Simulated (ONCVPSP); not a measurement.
## xenon: ONCV pseudisation with PBEsol, scalar-relativistic reference atom.

xenon, optimised norm-conserving Vanderbilt (ONCV), made with ONCVPSP 4.0.1 (PBEsol, scalar-relativistic). Core [Kr] 4d10, reference 5s2 5p6. Waves: 5s: rc 1.35 bohr, ncon 4, nbas 9, qcut 5.2 1/bohr, 2 projectors, debl 0.8 Ha; 5p: rc 1.45 bohr, ncon 3, nbas 7, qcut 6.7 1/bohr, 2 projectors, debl 3.2 Ha. Local part: polynomial inside 1.10 bohr (lpopt 5, dvloc0 4 Ha). Core correction: Teter function, fcfact 4.5, rcfact 1.3.

All-electron outer shells of the reference configuration (PBEsol, scalar-relativistic, ld1.x):

```tsv
shell	level (eV)	outermost node (bohr)	outermost maximum (bohr)
4p	-141.07	0.36	0.69
4d	-59.31	0.34	0.75
5s	-19.78	0.85	1.63
5p	-8.24	0.92	1.91
```

Question: Does the generator finish with these settings?

Answer: No. ONCVPSP 4.0.1 stopped with "optimize: ERROR ps0norm > uunorm, code will stop": the continuity conditions at rc already need more norm inside rc than the all-electron wave has, so norm conservation cannot be met. It happened in the s channel.
